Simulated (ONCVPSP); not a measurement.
## u(r) = r·R(r): atom against pseudo-atom (manganese)

Columns: radius, all-electron u(r) and pseudo u(r) of the 3s shell (level -85.41 eV) of manganese in the configuration [Ne] 3s2 3p6 3d5 4s2; LDA (Perdew-Wang 92), scalar-relativistic, ONCV scheme, ONCVPSP 4.0.1.

| r (bohr) | all-electron | pseudo |
| --- | --- | --- |
| 0.080 | -0.0040 | 0.2025 |
| 0.160 | -0.5939 | 0.3969 |
| 0.240 | -0.5484 | 0.5760 |
| 0.320 | -0.1420 | 0.7332 |
| 0.400 | 0.3328 | 0.8636 |
| 0.480 | 0.7299 | 0.9640 |
| 0.560 | 1.0022 | 1.0326 |
| 0.640 | 1.1532 | 1.0693 |
| 0.720 | 1.2065 | 1.0759 |
| 0.800 | 1.1897 | 1.0554 |
| 0.880 | 1.1271 | 1.0121 |
| 0.960 | 1.0379 | 0.9508 |
| 1.040 | 0.9361 | 0.8767 |
| 1.120 | 0.8309 | 0.7947 |
| 1.200 | 0.7286 | 0.7092 |
| 1.280 | 0.6326 | 0.6239 |
| 1.360 | 0.5451 | 0.5420 |
| 1.440 | 0.4666 | 0.4659 |
| 1.520 | 0.3974 | 0.3973 |
| 1.600 | 0.3370 | 0.3369 |
| 1.680 | 0.2847 | 0.2846 |
| 1.760 | 0.2397 | 0.2396 |
| 1.840 | 0.2013 | 0.2013 |
| 1.920 | 0.1687 | 0.1687 |
| 2.000 | 0.1411 | 0.1411 |
| 2.080 | 0.1178 | 0.1178 |

Task: How many radial nodes do the two functions have?

Result: The all-electron 3s function has n − l − 1 = 2 (the table is too coarse to show those close to the nucleus); the pseudo-wave has 0, since the states of the same l below it are removed with the core.

Task: At about which radius was the pseudo-wave matched?

Result: 1.60 bohr, where the columns begin to agree (steps of 0.08 bohr).

Task: Is the pseudo-wave norm-conserving?

Result: Yes: the ONCV scheme keeps the norm inside the radius equal to the all-electron one, which fixes the energy derivative of the logarithmic derivative at the level.
